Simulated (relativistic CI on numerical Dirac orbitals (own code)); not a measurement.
## Energy levels of S⁴⁺

Method of calculation: Dirac-Coulomb-Breit CI, KLI orbitals optimised for each configuration, model QED, valence Slater integrals scaled by 0.85, P86 correlation energy added to each configuration (own radial code, finite nucleus).

Configuration list (outside the closed core [Ne]): 3s2, 3s 3p, 3p2, 3s 3d, 3d2, 3p 3d, 3p 4s, 3s 4s, 3s 4p, 3s 4d, 3s 4f, 3d 4s, 3s 5s, 3s 5p, 3s 5d, 4s2. Levels of other configurations are missing.

```csv
No.,Configuration,Term,J,E (eV),%,Next component (%),Landé g,jj configuration (%)
1,3s2,1S,0,0.0000,97,3 3p2 1S,,closed (97)
2,3s 3p,3P°,0,10.1231,100,,,3s 3p1/2 (100)
3,3s 3p,3P°,1,10.1675,100,,1.501,3s 3p1/2 (67)
4,3s 3p,3P°,2,10.2596,100,,1.501,3s 3p3/2 (100)
5,3s 3p,1P°,1,15.3476,97,3 3p 3d 1P°,1.000,3s 3p3/2 (65)
6,3p2,1D,2,24.0559,76,23 3s 3d 1D,1.003,3p1/2 3p3/2 (57)
7,3p2,3P,0,24.6914,99,1 3d2 3P,,3p1/2^2 (69)
8,3p2,3P,1,24.7406,99,1 3d2 3P,1.501,3p1/2 3p3/2 (99)
9,3p2,3P,2,24.8351,99,1 3d2 3P,1.498,3p3/2^2 (72)
10,3p2,1S,0,28.8837,94,3 3d2 1S,,3p3/2^2 (65)
11,3s 3d,3D,2,29.1491,100,,1.167,3s 3d3/2 (60)
12,3s 3d,3D,1,29.1492,100,,0.499,3s 3d3/2 (100)
13,3s 3d,3D,3,29.1494,100,,1.334,3s 3d5/2 (100)
14,3s 3d,1D,2,33.5875,75,23 3p2 1D,1.000,3s 3d5/2 (45)
15,3s 4s,3S,1,38.6845,100,,2.002,3s 4s (100)
16,3s 4s,1S,0,39.8937,100,,,3s 4s (100)
17,3p 3d,3F°,2,40.1471,99,1 3s 4f 3F°,0.668,3p1/2 3d3/2 (80)
18,3p 3d,3F°,3,40.1974,99,1 3s 4f 3F°,1.083,3p3/2 3d3/2 (52)
19,3p 3d,3F°,4,40.2619,99,1 3s 4f 3F°,1.250,3p3/2 3d5/2 (99)
20,3p 3d,1D°,2,40.7186,99,1 3F°,0.998,3p3/2 3d5/2 (47)
21,3p 3d,3P°,2,42.7148,96,3 3D°,1.490,3p1/2 3d5/2 (60)
22,3p 3d,3P°,1,42.7616,96,3 3D°,1.471,3p3/2 3d3/2 (37)
23,3p 3d,3P°,0,42.7924,99,,,3p3/2 3d3/2 (99)
24,3p 3d,3D°,1,42.9949,97,3 3P°,0.529,3p3/2 3d3/2 (55)
25,3p 3d,3D°,2,43.0145,97,3 3P°,1.177,3p3/2 3d3/2 (60)
26,3p 3d,3D°,3,43.0274,100,,1.334,3p3/2 3d5/2 (70)
27,3s 4p,3P°,0,43.2670,99,1 3p 4s 3P°,,3s 4p1/2 (99)
28,3s 4p,3P°,1,43.2783,96,3 1P°,1.487,3s 4p1/2 (80)
29,3s 4p,3P°,2,43.3107,99,1 3p 4s 3P°,1.501,3s 4p3/2 (99)
30,3s 4p,1P°,1,43.3873,90,4 3p 3d 1P°,1.014,3s 4p3/2 (76)
```

Energies count from the lowest computed level; ° marks odd parity. Filled j subshells are mostly left out of the jj labels.

The mean weight of the leading LS term, summed over parents, in these 30 levels is 97 %, and that of the leading jj configuration (from the same eigenvectors) 77 %, so LS coupling describes them better.

At this charge configurations can still be misplaced by up to about 7 % of their energy. 48 of the 69 excited levels that our extract of the measured tables holds in this range could be paired (the sources list more); they are missed by 1149 cm⁻¹ on average and 4038 at most, and levels without a partner can miss by more.
